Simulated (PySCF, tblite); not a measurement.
Isomers of C4H9O2PSi, one GFN2-xTB conformer each. Single-point energies are computed at PBE0/pcSseg-1 (PySCF, gas phase, no added dispersion term), electronic only.

| SMILES | GFN2-xTB relative energy (kcal/mol) |
| --- | --- |
| C=CP([SiH3])C(=O)OC | 0.0 |
| COC(=O)/P=C(\C)[SiH3] | 8.7 |

Conformers: `[CH2:1]=[CH:2][P:3]([SiH3:4])[C:5](=[O:6])[O:7][CH3:8]` with C1–C2–P3–Si4 77°, C2–P3–C5–O6 12°, P3–C5–O7–C8 -178°; `[CH3:1][O:2][C:3](=[O:4])/[P:5]=[C:6](\[CH3:7])[SiH3:8]` with C1–O2–C3–O4 0°, O2–C3–P5–C6 -129°.

Question: What does PBE0/pcSseg-1 give for the same structures?

Answer: 
```tsv
SMILES	PBE0/pcSseg-1 E (Eh)	PBE0/pcSseg-1 (kcal/mol)	GFN2-xTB (kcal/mol)	point group
C=CP([SiH3])C(=O)OC	-938.45146	0.0	0.0	C1
COC(=O)/P=C(\C)[SiH3]	-938.44393	4.7	8.7	C1
```

Both levels put the same isomer lowest. As drawn, the lower has a C=C bond outside aromatic rings, which the higher lacks; the higher has an Si–C bond, which the lower lacks.

Question: Which frontier levels, dipoles and rotational constants go with these structures?

Answer: 
```csv
SMILES,"HOMO (eV, PBE0/pcSseg-1)",LUMO (eV),dipole (D),"A, B, C (MHz)"
C=CP([SiH3])C(=O)OC,-6.87,-0.52,1.64,"2182, 1005, 774.7"
COC(=O)/P=C(\C)[SiH3],-7.23,-2.04,1.77,"3572, 679.6, 621.1"
```

Question: What happens when harmonic zero-point energies from GFN2-xTB frequencies are added?

Answer: 
| SMILES | ZPE (kcal/mol) | electronic (kcal/mol) | with ZPE (kcal/mol) |
| --- | --- | --- | --- |
| C=CP([SiH3])C(=O)OC | 73.0 | 0.0 | 0.0 |
| COC(=O)/P=C(\C)[SiH3] | 73.8 | 4.7 | 5.5 |

The zero-point energies span 0.8 kcal/mol. The order is unchanged.

Question: As an exercise, what shares would exp(−E/RT) give at 1000 K from these electronic energies alone (no entropy, no degeneracies)?

Answer: RT = 1.987 kcal/mol: C=CP([SiH3])C(=O)OC 91.5 %, COC(=O)/P=C(\C)[SiH3] 8.5 %.
